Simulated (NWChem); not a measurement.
Species: AsH2, doublet; SMILES [AsH2]

In the optimisation the excess spin sits in b1 (C2v, its own frame).

**Question.** Give the equilibrium geometry at PBE-D3(BJ)/def2-SVP, spin-unrestricted (NWChem) as a list of bonds and angles, with the point group.

**Answer.** point group C2v; any orientation.
Bonded distances (Å): As1–H2 1.546, As1–H3 1.546. Bond angles (°): H2–As1–H3 90.0.
